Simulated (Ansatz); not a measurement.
Reaction (substitution at a C–Al bond): `CO[CH2][AlH2]` + HI → `COCI` + `[AlH3]`

Calculated with Ansatz (gas phase, PBE0-D4/def2-TZVP geometries, no zero-point term in ΔE). CBS: MP2 limit from def2 TZ/QZ plus the TZ coupled-cluster correction, frozen cores. This one scheme is used for every species. DFT in def2-TZVPP. HSE06 is defined as in plane-wave codes. Elements past krypton have def2 core potentials. For I outer-core shells are correlated without core-valence functions, which leaves a few kJ/mol of doubt a bond. One conformer a species, not always the lowest.

Is it downhill or uphill in electronic energy at CCSD(T)/CBS, and by how much? (An estimate is asked.)

Ansatz gave: Uphill: ΔE = +8.0 kJ/mol.

What do these levels give: PBE-QIDH, r2SCAN, HSE06, RPA@PBE/def2-TZVPP, HF/def2-SVP, CCSD(T)/def2-TZVPP? (Estimate.)

Computed: PBE-QIDH 11.5, r2SCAN 6.7, HSE06 11.4, RPA@PBE/def2-TZVPP 9.6, HF/def2-SVP 20.3, CCSD(T)/def2-TZVPP 11.8 kJ/mol.

Largest T1 diagnostic among the species: 0.011.

Leaving LDA and LC-ωPBE aside and taking each functional with its dispersion term where it has one, the values, not all of them listed here, spread over 14.3 kJ/mol, from BLYP-D4 to ωB97M-V. The D4 term adds −4.2 kJ/mol with B3LYP and −2.0 kJ/mol with PBE0; it sums over pairs of atoms, weighted by their polarisabilities, and B3LYP, whose exchange is more repulsive, gets the larger term.

B3LYP here is the variant with VWN-RPA as its local correlation; programs differ in this.
